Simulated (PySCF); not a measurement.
NICS in isomers of C6H7Cl2NSi.

Definitions: NICS(0) = −σiso at the ring centroid; NICS(1) = −σiso and NICS(1)zz = −σzz at ±1 Å along the ring normal z. Level: GIAO PBE0/pcSseg-1 (PySCF, non-relativistic, gas phase) on the GFN2-xTB geometries, one conformer each. Atom numbers follow the mapped SMILES.

Question: Order these rings by mean NICS(1)zz, lowest (most negative) first (ppm).
A. ring C4–N5–C6–C7–C8–C9 in `[Cl:1][CH2:2][SiH2:3][c:4]1[n:5][cH:6][cH:7][cH:8][c:9]1[Cl:10]`
B. ring C6–C7–C9–C10 in `[N:1]#[C:2][CH2:3][Si@@H:4]([Cl:5])[C:6]1=[C:7]([Cl:8])[CH2:9][CH2:10]1`
C. ring C5–C6–C7–C8–C9–N10 in `[Cl:1][CH:2]([Cl:3])[SiH2:4][c:5]1[cH:6][cH:7][cH:8][cH:9][n:10]1`

Answer: C (-28.2), A (-26.8), B (0.0).

```tsv
SMILES	ring	NICS(0)	NICS(1)	NICS(1)zz	HOMA	rms pucker (Å)	ring atoms with four or more neighbours
ClC(Cl)[SiH2]c1ccccn1	6-membered ring with N; formal bonds all aromatic	-6.7	-11.1	-28.2	1.00	0.00	0
ClC[SiH2]c1ncccc1Cl	6-membered ring with N; formal bonds all aromatic	-7.4	-11.0	-26.8	0.99	0.00	0
N#CC[Si@@H](Cl)C1=C(Cl)CC1	4-membered carbocycle; formal bonds 1 double, 3 single	-1.7	-2.6	0.0	–	0.00	2
```

NICS(0) gives another order. The isotropic NICS(1) gives the same order. HOMA uses Krygowski's 1993 parameters; it is left out where a ring has a four-coordinate atom, a triple bond, no multiple bond or a kind of bond without parameters. NICS(1) and NICS(1)zz are means over the two faces.
